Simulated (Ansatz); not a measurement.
CdH$_{2}$O$_{2}$ (`[OH][Cd][OH]`), relaxed with RKS PBE0-D4/def2-TZVP in Ansatz from a GFN2-xTB geometry. The force threshold is 0.005 eV/Å; the program also tests the step.

Charge 0, multiplicity 1. Cd: def2 effective core potential.

Start:

```xyz
5

O     0.037    1.118   -0.765
Cd   -0.871   -0.425   -0.057
O     0.245   -1.449    1.112
H    -0.465    1.680   -1.362
H     1.054   -0.924    1.072
```

Problem. By how much does the energy fall, and how many steps does the optimiser take? (Estimate.)

Solution. Ansatz gave: 29.62 kcal/mol, in 23 steps, 4 of them rejected.

Problem. Which bonds change most? (Best estimate.)

Solution. Computed: Cd2–O3 from 1.914 to 1.958 Å; O1–Cd2 from 1.925 to 1.958 Å; O3–H5 from 0.965 to 0.960 Å; O1–H4 from 0.961 to 0.960 Å.

Problem. Give the relaxed structure. (An estimate is asked.)

Solution. Computed: 
```xyz
5

O    -0.168    1.395   -1.386
Cd    0.055   -0.097   -0.138
O     0.334   -1.686    0.971
H    -0.992    1.867   -1.247
H     0.770   -1.480    1.801
```
